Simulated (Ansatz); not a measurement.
Cu(PH3)(NH2) (CuPNH5). Charge 0, multiplicity 1. Geometry PBE-D4/def2-TZVP.

| atom | x (Å) | y (Å) | z (Å) |
| --- | --- | --- | --- |
| Cu1 | 0.519 | -0.150 | -0.082 |
| P2 | -1.585 | 0.214 | 0.043 |
| H3 | -2.216 | 0.104 | 1.314 |
| H4 | -2.557 | -0.527 | -0.694 |
| H5 | -2.076 | 1.509 | -0.285 |
| N6 | 2.294 | -0.545 | -0.250 |
| H7 | 2.861 | 0.197 | -0.668 |
| H8 | 2.761 | -0.802 | 0.622 |

B3LYP takes the VWN-RPA correlation. HSE06 is defined as in plane-wave codes, on full-range PBE exchange.

Problem. Estimate the orbital energies around the gap (eV) in Ansatz with PBE-D4/def2-SVP, r2SCAN-D4/def2-TZVP, B3LYP-D4/def2-TZVP, PBE0-D4/def2-SVP, HSE06-D4/def2-TZVP.

Solution. 
```tsv
orbital	PBE-D4/def2-SVP	r2SCAN-D4/def2-TZVP	B3LYP-D4/def2-TZVP	PBE0-D4/def2-SVP	HSE06-D4/def2-TZVP
HOMO−13	-71.71	-74.47	-75.97	-76.54	-76.52
HOMO−12	-18.14	-19.78	-20.58	-20.39	-20.67
HOMO−11	-17.03	-17.83	-18.90	-19.29	-18.90
HOMO−10	-10.48	-11.00	-11.86	-12.07	-11.71
HOMO−9	-10.42	-10.95	-11.82	-12.03	-11.66
HOMO−8	-9.57	-10.26	-11.06	-10.91	-10.89
HOMO−7	-9.42	-9.99	-10.85	-10.90	-10.71
HOMO−6	-7.22	-7.86	-8.70	-8.56	-8.55
HOMO−5	-6.03	-6.66	-7.93	-7.79	-7.78
HOMO−4	-5.72	-6.31	-7.72	-7.57	-7.57
HOMO−3	-5.31	-6.08	-7.64	-7.46	-7.55
HOMO−2	-5.31	-6.08	-7.64	-7.46	-7.55
HOMO−1	-5.05	-5.55	-6.62	-6.39	-6.39
HOMO	-3.59	-4.34	-5.07	-4.72	-4.85
LUMO	-0.87	-1.16	-0.77	-0.04	-0.92
LUMO+1	-0.78	-1.08	-0.69	-0.01	-0.85
LUMO+2	-0.61	-0.32	-0.42	0.10	-0.46
LUMO+3	1.17	1.15	1.16	2.04	1.12
LUMO+4	2.42	2.21	2.29	3.44	2.19
LUMO+5	2.84	2.55	2.85	3.97	2.76
```
